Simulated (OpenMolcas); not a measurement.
# Pr4+ in a ligand field

Pr4+ with 6 ligands (oxide) in octahedral coordination (Oh) at 2.23 Å. A charge of +1.33 e stands 2.8 Å behind each ligand. Ligand basis ANO-RCC-VDZP.
```
Pr    0.0000    0.0000    0.0000
O     2.2300    0.0000    0.0000
O     0.0000    2.2300    0.0000
O    -2.2300    0.0000    0.0000
O     0.0000   -2.2300    0.0000
O     0.0000    0.0000    2.2300
O     0.0000    0.0000   -2.2300
```

```yaml
Program: OpenMolcas
Method: "SS-CASPT2, IPEA 0.25 Eh, imaginary shift 0.1 Eh (closed shells correlated: 5s 5p and the ligand valence shells)"
Basis: ANO-RCC-VDZP [7s6p4d2f1g]
Scalar_Hamiltonian: DKH2, point nucleus
Active_space: 1 electron in 7 orbitals (4f)
State_averaging: 2S+1 = 2 odd, 7 roots
Spin-orbit_coupling: RASSI with atomic mean-field integrals over the reference wave functions
```

The lowest spin-free states (labels of O, the rotations of Oh), above the lowest:

```csv
State,Degeneracy,E (cm-1),Free-ion L (%)
2A2,1,0,F (100)
2T2,3,940,F (100)
2T1,3,2560,F (100)
```

The lowest levels with spin-orbit coupling:

```json
{"E (cm-1)": "0", "Degeneracy": "2", "Label": "Γ7", "2S+1": "2", "J": "2.55", "|mJ| (%)": "3/2 (82)", "g": "1.11 1.11 1.11"}
{"E (cm-1)": "1310", "Degeneracy": "4", "Label": "Γ8", "2S+1": "2", "J": "2.58", "|mJ| (%)": "1/2 (48)", "g": ""}
{"E (cm-1)": "3070", "Degeneracy": "2", "Label": "Γ7", "2S+1": "2", "J": "3.50", "|mJ| (%)": "5/2 (74)", "g": "3.10 3.10 3.10"}
{"E (cm-1)": "4350", "Degeneracy": "4", "Label": "Γ8", "2S+1": "2", "J": "3.43", "|mJ| (%)": "3/2 (35)", "g": ""}
{"E (cm-1)": "5120", "Degeneracy": "2", "Label": "Γ6", "2S+1": "2", "J": "3.47", "|mJ| (%)": "1/2 (59)", "g": "2.61 2.61 2.61"}
```

Powder χT (cm3 K/mol): 0.116 at 2 K, 0.122 at 10 K, 0.15 at 50 K, 0.184 at 100 K, 0.254 at 200 K, 0.324 at 300 K. The effective moment at 300 K is 2.828 √(χT) = 1.61 μB.

Hund's rules give f1 the level 2F5/2 with g = 0.857, so an isolated free-ion multiplet has χT = g² J(J+1) / 8 = 0.804 cm3 K/mol. The computed 0.324 at 300 K differs by -60 %, through the field's splitting, the mixing of terms and any other multiplet in reach.

Stevens parameters of the J = 5/2 multiplet, which is 1307 cm-1 wide (cm-1, z along the main axis): B40 = 3.522e+00, B44 = 1.887e+01.

Roots that are degenerate in the reference are averaged as groups; the widest CASPT2 spread within a group is 86 cm-1 (the 3-fold group of multiplicity 2 near 2560 cm-1 above the lowest state of its run). Shifts and gaps below about the spread of the groups concerned are not significant. Over all roots computed the reference weight is 0.63; a low but even weight reflects the number of correlated electrons. The oxide ions are held by bare point charges, a crude embedding. Splittings of an f shell from a small cluster at a set distance can be off by tens of per cent, mostly too small. No measured value stands beside these numbers; the geometry was imposed, not optimised, and the real ion may take another.

The CASPT2 steps took 45 s on 1 thread of Arm Neoverse N1 (shared host); the integral step is not counted.
